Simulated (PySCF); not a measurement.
PySCF 2.14 output of an unrestricted BP86 calculation on a single atom or ion in def2-TZVP, with no relativity, point nucleus:

```
SCF conv_tol = 1e-09
number electrons alpha = 18  beta = 15
    A. D. Becke.,  Phys. Rev. A 38, 3098 (1988)
    J. P. Perdew.,  Phys. Rev. B 33, 8822 (1986)
cycle= 1 E= -2573.14711804936  delta_E= -0.00879  |g|= 0.122  |ddm|= 0.167
cycle= 2 E= -2573.14764613022  delta_E= -0.000528  |g|= 0.0943  |ddm|= 0.0708
cycle= 3 E= -2573.14858323999  delta_E= -0.000937  |g|= 0.00268  |ddm|= 0.0361
cycle= 4 E= -2573.14858481421  delta_E= -1.57e-06  |g|= 1.44e-05  |ddm|= 0.00291
cycle= 5 E= -2573.14858481424  delta_E= -2.77e-11  |g|= 3.84e-07  |ddm|= 1.23e-05
converged SCF energy = -2573.14858481424  <S^2> = 3.7502472  2S+1 = 4.0001236
```

The run itself started from symmetry-adapted Hartree-Fock orbitals and held the occupation by maximum overlap, on a logarithmic radial grid, so the iterations belong to that start.

Question: Which element, charge and spin multiplicity is this?

Answer: Br²⁺ (bromine, charge +2), multiplicity 4; the state was [Ar] 3d10 4s2 4p3, high-spin 4S determinant.
